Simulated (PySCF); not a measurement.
Mo(O)2(Br)(NH2) (BrH₂MoNO₂), SMILES [NH2][Mo](=[O])(=[O])[Br], multiplicity 1.

Geometry optimised at B3LYP-D3(BJ)/def2-SVP. The multiplicity is an assumed one; no other spin state was optimised. The structure was generated by enumeration; whether it is a known compound was not checked. The def2 effective core potentials stand for the cores of Mo; spin–orbit coupling is left out. Other conformers were not sampled.

Two levels are set side by side: TDA-PBE/def2-SVPD (PySCF) and TDA-CAM-B3LYP/def2-SVPD (PySCF). Vertical, same geometry. The lowest singlet is HOMO→LUMO+1 83 %, HOMO−1→LUMO 16 % with PBE and HOMO−1→LUMO 49 %, HOMO→LUMO+1 35 %, HOMO−3→LUMO 8 % with the other functional; states are paired by order. Differences are taken from unrounded values.

| quantity | TDA-CAM-B3LYP | TDA-PBE | TDA-PBE minus TDA-CAM-B3LYP |
|---|---|---|---|
| lowest singlet excitation (eV) | 4.60 | 3.89 | -0.71 |
| lowest triplet excitation (TDA) (eV) | 3.71 | 3.49 | -0.22 |
| first bright state (f over 0.05) (eV) | 4.89 | 4.48 | -0.41 |
| its oscillator strength | 0.08 | 0.07 | 0.00 |

Functionals without exact exchange tend to place singlet excitations lower, as here. Differences between two approximate levels are no errors against the true value.

Rough cost on one machine, each run with all the roots and properties that it gave: TDA-CAM-B3LYP against TDA-PBE about 5 times.
